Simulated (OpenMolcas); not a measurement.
La⁺.

| Item | Value |
| --- | --- |
| Program | OpenMolcas |
| Basis | ANO-RCC-VTZP [8s7p5d3f2g1h] |
| Scalar Hamiltonian | DKH2, point nucleus |
| Active space | 2 electrons in 6 orbitals (5d 6s) |
| State averaging | 2S+1 = 3 even, 15 roots; 2S+1 = 1 even, 21 roots |
| Spin-orbit coupling | state interaction with AMFI integrals over the reference wave functions, term energies averaged over their components |

Two sets of levels on these reference wave functions, in cm⁻¹ above 5d² ³F₂: one from CASSCF and one from MS-CASPT2, IPEA 0.25 Eh, imaginary shift 0.1 Eh (closed shells correlated: 5s 5p).

```csv
Level,Set 1,Set 2
5d² ³F₂,0.0,0.0
5d² ³F₃,1091,1026
5d² ¹D₂ [62 %],1435,1689
5d 6s ³D₁,2670,1807
5d² ³F₄,2090,2040
5d 6s ³D₂ [72 %],3260,2560
5d 6s ³D₃,3970,3110
5d² ³P₀,6310,7460
5d² ³P₁,6820,7950
5d² ³P₂,7280,8490
6s² ¹S₀,8480,9610
5d² ¹G₄,7820,10410
5d 6s ¹D₂,9730,14830
5d² ¹S₀,16690,27670
```

Problem. Which set is which?

Solution. Set 1 is MS-CASPT2. Its levels of the other terms of 5d² lie at 0.60 to 0.86 of the other set's values, as expected, since terms of lower spin or lower L gain more correlation energy than the Hund ground term. Against 10 measured levels (NIST Handbook of Basic Atomic Spectroscopic Data) the mean absolute deviation is 700 cm-1 with it and 1200 cm-1 without; single levels miss by up to 1100 cm-1 with it.

CASPT2 breaks the degeneracy within a term, and the mean is taken; among the terms shown or strongly mixed into the levels shown the widest spread is 920 cm-1 (5d² ¹G, MS-CASPT2). Over all roots computed the reference weight is 0.85 to 0.93 in MS-CASPT2; the roots of lowest weight are the least certain, and an intruder state may touch them. Configurations are named by rounded mean occupations; where the s occupation lies near a half they are strongly mixed, a name can repeat and a true partner stay unpaired. A single d shell beside an s shell can misplace configurations of different d count against each other. Without dynamic correlation excited terms often stand tens of per cent too high (terms of higher spin than the ground term too low), and those without a measured partner can miss by more than the paired ones (holds for CASSCF). The CASPT2 spread within a term exceeds the gap to the next term for 5d² ¹D and 5d² ³F, 5d² ³P and 5d² ¹G, 5d² ¹G and 6s² ¹S, so the order of their levels is uncertain, and so are names and mixing where such terms share a J (holds for MS-CASPT2). Some terms miss by over 15 % even with CASPT2, which points to a basis or an active space too small for the shells correlated (holds for MS-CASPT2). Measured partners are found by configuration, term and J. A level has none where our copy of the source lacks it or the pairing is in doubt (some pairs that miss far off the trend of their configuration count as doubtful), and it then counts in no deviation. Only configurations of the active space appear.

A share in square brackets marks a mixed level and gives the weight of the term that names it, the lowest over the columns.
